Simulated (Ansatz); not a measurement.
Mulliken charges of `[F][Zn][GeH]1[CH2][SiH2]1` from PBE/def2-TZVPP in Ansatz (PBE0-D4/def2-TZVP geometry).

```json
{"atom": "F1", "x (Å)": "-3.895", "y (Å)": "-1.912", "z (Å)": "0.583", "charge (e)": "-0.444"}
{"atom": "Zn2", "x (Å)": "-2.357", "y (Å)": "-1.073", "z (Å)": "0.760", "charge (e)": "0.225"}
{"atom": "Ge3", "x (Å)": "-0.329", "y (Å)": "0.072", "z (Å)": "0.935", "charge (e)": "0.274"}
{"atom": "C4", "x (Å)": "1.160", "y (Å)": "-0.488", "z (Å)": "-0.320", "charge (e)": "-0.331"}
{"atom": "Si5", "x (Å)": "0.633", "y (Å)": "1.238", "z (Å)": "-0.812", "charge (e)": "0.125"}
{"atom": "H6", "x (Å)": "0.222", "y (Å)": "0.367", "z (Å)": "2.336", "charge (e)": "0.003"}
{"atom": "H7", "x (Å)": "0.937", "y (Å)": "-1.309", "z (Å)": "-0.995", "charge (e)": "0.113"}
{"atom": "H8", "x (Å)": "2.125", "y (Å)": "-0.612", "z (Å)": "0.164", "charge (e)": "0.117"}
{"atom": "H9", "x (Å)": "-0.084", "y (Å)": "1.376", "z (Å)": "-2.101", "charge (e)": "-0.041"}
{"atom": "H10", "x (Å)": "1.587", "y (Å)": "2.341", "z (Å)": "-0.552", "charge (e)": "-0.041"}
```

By hand: the dipole of these point charges (1 e Å = 4.8032 D).

Σ q r = (1.098, 0.573, 0.195) e Å, of length 1.254 e Å = 6.02 D.

How does the dipole of the full density compare? (Best estimate.)

The calculation gave: (0.543, 0.205, -0.012) e Å, 2.79 D; the point charges give 2.16 times that, at 12° from its direction.

Point charges leave out the atoms' own dipoles, such as those of lone pairs, and Mulliken's split depends on the basis, so the two needn't agree.
